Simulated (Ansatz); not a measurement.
Program: Ansatz. Geometries: PBE0-D4/def2-TZVP. ΔE: electronic, gas phase. CCSD(T)/CBS is the MP2 limit (def2-TZVPP, def2-QZVPP) plus CCSD(T) − MP2 in def2-TZVPP, frozen cores. This one scheme is used for every species. Each species was taken in one conformer, which may not be the lowest.

Reaction (ligand exchange at a B–C bond): `BC([SiH3])BCl` + `N=C=O` → `O=C=NBCl` + `BC[SiH3]`

`BC([SiH3])BCl`:

Cartesian coordinates in Å:
```
B 1.165 0.628 0.697
C -0.041 0.632 -0.264
Si 0.241 -1.221 -0.652
B -1.411 0.738 0.411
Cl -2.684 1.723 -0.286
H 2.211 1.104 0.366
H 1.066 0.108 1.772
H 0.085 1.189 -1.194
H 1.641 -1.580 -0.276
H 0.084 -1.409 -2.113
H -0.687 -2.088 0.108
H -1.669 0.175 1.430
```

`N=C=O`:

Cartesian coordinates in Å:
```
N 0.009 -0.622 0.446
C 0.207 0.242 -0.375
O 0.505 0.993 -1.208
H -0.720 -0.612 1.137
```

`O=C=NBCl`:

Cartesian coordinates in Å:
```
O 1.918 -0.251 1.779
C 0.961 -0.166 1.133
N -0.082 -0.093 0.542
B -0.810 0.089 -0.646
Cl 0.011 0.358 -2.168
H -1.998 0.064 -0.641
```

`BC[SiH3]`:

Cartesian coordinates in Å:
```
B -0.115 0.126 -1.519
C -0.019 0.816 -0.154
Si 0.090 -0.569 1.137
H 0.876 -0.182 -2.119
H -1.180 -0.181 -1.974
H -0.903 1.391 0.137
H 0.891 1.403 0.005
H 1.310 -1.390 0.930
H 0.149 0.044 2.490
H -1.100 -1.457 1.068
```

| species | HF/def2-QZVPP energy (Eh) |
| --- | --- |
| `BC([SiH3])BCl` | -839.85414 |
| `N=C=O` | -167.84506 |
| `O=C=NBCl` | -652.14517 |
| `BC[SiH3]` | -355.59201 |

Question: Work out ΔE.

Answer: ΔE = (-652.14517) + (-355.59201) − (-839.85414) − (-167.84506) = -0.03798 Eh = -99.7 kJ/mol. CCSD(T)/CBS gives -67.7 kJ/mol.

Largest T1 diagnostic among the species: 0.018.

The D4 term adds +6.9 kJ/mol with B3LYP and +3.8 kJ/mol with PBE0; it sums over pairs of atoms, weighted by their polarisabilities, and B3LYP, whose exchange is more repulsive, gets the larger term. In def2-TZVPP, CCSD(T) changes the Hartree–Fock value by +30.2 kJ/mol (the triples alone add +3.9 kJ/mol) and MP2 by +30.4 kJ/mol.

B3LYP here is the variant with VWN-RPA as its local correlation; programs differ in this.
